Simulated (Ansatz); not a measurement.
Relaxation of C$_{2}$H$_{9}$BOSi (14 atoms, charge 0, multiplicity 1), to a largest force component of 0.02 eV/Å in at most 40 steps.

All numbers below come from Ansatz 0.2.0, RKS BLYP/6-31G.

```xyz
14
Properties=species:S:1:pos:R:3
C -1.736 -0.798 1.347
B -0.244 -1.095 1.128
C 0.658 -0.335 0.061
O 0.026 0.652 -0.620
Si 1.001 1.426 -1.763
H -1.950 -0.426 2.385
H -2.360 -1.659 1.130
H -2.079 0.079 0.655
H 0.243 -1.929 1.832
H 1.528 0.126 0.673
H 1.075 -1.108 -0.603
H 2.130 2.087 -1.013
H 0.190 2.485 -2.491
H 1.504 0.466 -2.690
```

**Question.** Where does it end, and by what steps?

**Answer.** The run converged. Limits of this set-up: no polarisation functions. After 6 steps the energy has fallen by 0.657 eV; H14 moved furthest, 0.27 Å.

```csv
step,energy less start (eV),largest force component (eV/Å),accepted
0,0.0000,3.544,yes
1,-0.5280,1.649,yes
2,-0.5898,0.745,yes
3,-0.6502,0.203,yes
4,-0.6530,0.204,yes
5,-0.6568,0.030,yes
6,-0.6570,0.006,yes
```

```xyz
14
Properties=species:S:1:pos:R:3
C -1.795 -0.742 1.321
B -0.288 -1.136 1.168
C 0.723 -0.447 0.177
O 0.093 0.622 -0.633
Si 1.025 1.527 -1.821
H -1.961 -0.342 2.345
H -2.448 -1.635 1.260
H -2.127 0.012 0.592
H 0.185 -2.017 1.850
H 1.581 -0.041 0.763
H 1.169 -1.228 -0.485
H 2.178 2.282 -1.179
H 0.051 2.496 -2.432
H 1.601 0.619 -2.896
```

The run took 22 s on 1 thread of Arm Neoverse V2 (shared host), peak memory 0.15 GiB.
